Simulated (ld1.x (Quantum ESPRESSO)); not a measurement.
## Logarithmic derivatives: H (Z = 1), PAW

- Element: hydrogen (H)
- Generator: ld1.x (Quantum ESPRESSO) 7.5
- Type: PAW
- Functional: LDA (PZ)
- Relativity: non-relativistic
- Frozen core: none
- Valence charge: 1
- Reference configuration: 1s1
- Partial waves: 1s (bound): rcut 0.95, rcutus 1.20 bohr; 1s channel at 0.4 Ry: rcut 0.95, rcutus 1.20 bohr
- Local potential: all-electron potential smoothed inside 1.05 bohr (lloc = -1)
- Core correction: none
- Augmentation charge: PSQ, radius 0.90 bohr

The phase is arctan(r·u′/u) with u = r·R(r), unwrapped; energies in Ry, scanned from -2 to 5 Ry. A pole is an energy at which the radial function vanishes at the test radius. The pseudo phase is shifted by a multiple of π to meet the all-electron one at the reference energy, and phase errors are pseudo minus all-electron; the curves can meet again beyond the range given. Levels narrower than the energy grid can be missing from the lists of poles.

For each channel, where are the poles, and over which energies does the pseudopotential scatter like the atom?

```
channel  radius (bohr)  reference energy (Ry)  poles, all-electron  poles, pseudo  unbroken range about the reference energy with phases within 0.05 rad  phase error 1 Ry above the reference energy (rad)
      s           1.29                  -0.47                 2.55           2.55                                                        the whole range                                             +0.000
```

Phases in the s channel:

```json
{"E (Ry)": "-2.00", "all-electron": "0.830", "pseudo": "0.830"}
{"E (Ry)": "-1.76", "all-electron": "0.753", "pseudo": "0.753"}
{"E (Ry)": "-1.52", "all-electron": "0.654", "pseudo": "0.654"}
{"E (Ry)": "-1.28", "all-electron": "0.528", "pseudo": "0.528"}
{"E (Ry)": "-1.04", "all-electron": "0.364", "pseudo": "0.364"}
{"E (Ry)": "-0.80", "all-electron": "0.156", "pseudo": "0.156"}
{"E (Ry)": "-0.56", "all-electron": "-0.092", "pseudo": "-0.092"}
{"E (Ry)": "-0.32", "all-electron": "-0.358", "pseudo": "-0.358"}
{"E (Ry)": "-0.08", "all-electron": "-0.610", "pseudo": "-0.610"}
{"E (Ry)": "0.16", "all-electron": "-0.822", "pseudo": "-0.822"}
{"E (Ry)": "0.40", "all-electron": "-0.991", "pseudo": "-0.991"}
{"E (Ry)": "0.64", "all-electron": "-1.121", "pseudo": "-1.121"}
{"E (Ry)": "0.88", "all-electron": "-1.223", "pseudo": "-1.223"}
{"E (Ry)": "1.12", "all-electron": "-1.304", "pseudo": "-1.304"}
{"E (Ry)": "1.36", "all-electron": "-1.369", "pseudo": "-1.369"}
{"E (Ry)": "1.60", "all-electron": "-1.423", "pseudo": "-1.423"}
{"E (Ry)": "1.84", "all-electron": "-1.469", "pseudo": "-1.469"}
{"E (Ry)": "2.08", "all-electron": "-1.508", "pseudo": "-1.508"}
{"E (Ry)": "2.32", "all-electron": "-1.542", "pseudo": "-1.542"}
{"E (Ry)": "2.56", "all-electron": "-1.572", "pseudo": "-1.572"}
{"E (Ry)": "2.80", "all-electron": "-1.600", "pseudo": "-1.600"}
{"E (Ry)": "3.04", "all-electron": "-1.625", "pseudo": "-1.625"}
{"E (Ry)": "3.28", "all-electron": "-1.649", "pseudo": "-1.649"}
{"E (Ry)": "3.52", "all-electron": "-1.671", "pseudo": "-1.671"}
{"E (Ry)": "3.76", "all-electron": "-1.693", "pseudo": "-1.692"}
{"E (Ry)": "4.00", "all-electron": "-1.714", "pseudo": "-1.713"}
{"E (Ry)": "4.24", "all-electron": "-1.734", "pseudo": "-1.733"}
{"E (Ry)": "4.48", "all-electron": "-1.754", "pseudo": "-1.754"}
{"E (Ry)": "4.72", "all-electron": "-1.775", "pseudo": "-1.774"}
{"E (Ry)": "4.96", "all-electron": "-1.796", "pseudo": "-1.795"}
```
